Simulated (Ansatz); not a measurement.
C2H7BrSi (`CC([SiH3])Br`). Total charge 0; spin multiplicity 1.

Cartesian coordinates in Å:
```
C -0.996 1.027 -0.028
C -0.069 0.041 0.647
Si 1.110 -0.857 -0.520
Br -1.108 -1.354 1.562
H -1.594 0.544 -0.803
H -0.405 1.820 -0.498
H -1.678 1.490 0.689
H 0.490 0.521 1.452
H 1.954 0.155 -1.216
H 0.314 -1.603 -1.527
H 1.981 -1.783 0.243
```

(1) List the harmonic frequencies (cm⁻¹, unscaled) at PBE0-D4/def2-TZVP in Ansatz. (Estimate.)

(2) Is this a minimum?

(3) Give the ideal-gas thermochemistry at 298.15 K and 1 bar (rigid rotor, harmonic oscillator; point group C1, symmetry number 1).

(4) And at 400, 500, 600, 800 and 1000 K?

(5) Rotational constants (cm⁻¹)?

Results:

(1) Computed: 149, 171, 232, 258, 295, 486, 630, 668, 724, 917, 936, 943, 974, 1039, 1091, 1166, 1284, 1403, 1473, 1491, 2207, 2242, 2252, 3043, 3104, 3117, 3136.

(2) Yes, all 27 modes are real.

(3) Zero-point energy 211.9 kJ/mol; H(298) − E = 231.2 kJ/mol; entropy 337.4 J/(mol·K), of which translation 170.4, rotation 114.5, vibration 52.5; G(298) − E = 130.6 kJ/mol.

(4) 
```json
{"T (K)": "400", "H − E (kJ/mol)": "242.6", "S (J/mol/K)": "370.0", "G − E (kJ/mol)": "94.6"}
{"T (K)": "500", "H − E (kJ/mol)": "255.8", "S (J/mol/K)": "399.4", "G − E (kJ/mol)": "56.1"}
{"T (K)": "600", "H − E (kJ/mol)": "270.6", "S (J/mol/K)": "426.5", "G − E (kJ/mol)": "14.8"}
{"T (K)": "800", "H − E (kJ/mol)": "304.4", "S (J/mol/K)": "474.9", "G − E (kJ/mol)": "-75.5"}
{"T (K)": "1000", "H − E (kJ/mol)": "342.2", "S (J/mol/K)": "517.0", "G − E (kJ/mol)": "-174.8"}
```

(5) 0.1741, 0.06837, 0.05211.
